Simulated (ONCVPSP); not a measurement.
Cutoff test, iron, ONCV

Fe (Z = 26), optimised norm-conserving Vanderbilt (ONCV), made with ONCVPSP 4.0.1 (PBE, scalar-relativistic). Core [Ne], reference 3s2 3p6 3d6 4s2. Waves: 3s+4s: rc 1.45 bohr, ncon 4, nbas 7, qcut 10.9 1/bohr, 2 projectors; 3p: rc 1.00 bohr, ncon 3, nbas 7, qcut 11.7 1/bohr, 2 projectors, debl 2.2 Ha; 3d: rc 1.25 bohr, ncon 5, nbas 9, qcut 14 1/bohr, 2 projectors, debl 3.7 Ha. Local part: polynomial inside 0.85 bohr (lpopt 5, dvloc0 0 Ha). Core correction: none.

In the p channel the program set the typed energies aside and used -2.207, 0.250 Ha.

Q: For each optimised wave give the share of its norm inside rc, the residual kinetic energy above qcut (Ha) and the cutoffs (Ha) for errors of 10, 1, 0.1 and 0.01 mHa per electron.

A:

```
         wave  norm inside rc  residual KE  10 mHa  1 mHa  0.1 mHa  0.01 mHa
           3s           0.965      2.9e-08    23.0   32.9     40.5      46.7
           4s           0.052      8.9e-09     7.7   27.1     36.8      44.2
           3p           0.709      3.0e-06    25.1   31.4     40.7      61.5
p projector 2           0.049      7.8e-07    19.6   27.0     33.5      55.3
           3d           0.670      8.3e-07    59.5   72.2     82.0      89.8
d projector 2           0.094      5.6e-06    60.8   75.2     86.3      95.7
```

The occupied waves need 72 Ha and 82 Ha for 1 and 0.1 mHa.
